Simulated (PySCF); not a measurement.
Computed properties of Ga(Cl)2(SH) (Cl₂GaHS), SMILES [Cl][Ga]([SH])[Cl]

Ga(Cl)2(SH) (Cl2GaHS), SMILES [Ga]([Cl])([SH])[Cl]. Coordinates come from a B3LYP-D3(BJ)/def2-SVP optimisation. The structure was generated by enumeration; whether it is a known compound was not checked. The values are those of a single conformer. All values are computed for the isolated molecule unless a solvent is named; none is compared with measurement here.

**Structure.** The optimised structure has Cs symmetry. All 9 harmonic modes at B3LYP-D3(BJ)/def2-SVP (PySCF) are real, so it is a minimum. With heavy atoms numbered as in [Ga:1]([Cl:2])([Cl:3])[SH:4], the shortest bond between them is Ga1–Cl2 at 2.144 Å and the longest Ga1–S4 at 2.195 Å.

**Vibrations.** The strongest infrared lines (harmonic, unscaled, degenerate partners summed) lie at 453 cm⁻¹ (73 km/mol, Ga 43 %, Cl 40 %, S 17 %), 447 cm⁻¹ (65 km/mol, Cl 42 %, Ga 42 %, S 14 %), 267 cm⁻¹ (18 km/mol, H 96 %). The softest mode is at 108 cm⁻¹ and the zero-point energy is 7.5 kcal/mol.

**Electronic structure.** B3LYP/def2-TZVP (PySCF) places the frontier levels at -8.08 and -2.08 eV, a gap of 6.00 eV, and gives a dipole moment of 1.48 D and a mean polarisability of 70.4 bohr³. PBE/def2-TZVP (PySCF) at the same geometry gives -7.11 and -2.69 eV, so its gap is 1.58 eV narrower. An orbital gap is neither the optical nor the fundamental gap.

**Excitations.** TDA-M06-2X/def2-SVPD (PySCF) has S1 at 5.40 eV (230 nm, f = 0.013, weak); the most intense of the 10 singlets computed lies at 6.92 eV (f = 0.30). T1 (TDA) is at 5.08 eV, 0.32 eV under S1. TDA-PBE/def2-SVPD (PySCF) puts S1 at 4.45 eV. No vertical singlet excitation falls in the visible range (under 3.1 eV).

**NMR.** GIAO shifts at B3LYP/pcSseg-1 (PySCF) (non-relativistic, atoms alike by connectivity averaged): ¹H at 1.8 ppm against TMS. Without spin–orbit terms, shifts of atoms bonded to Cl or Br come out too high.
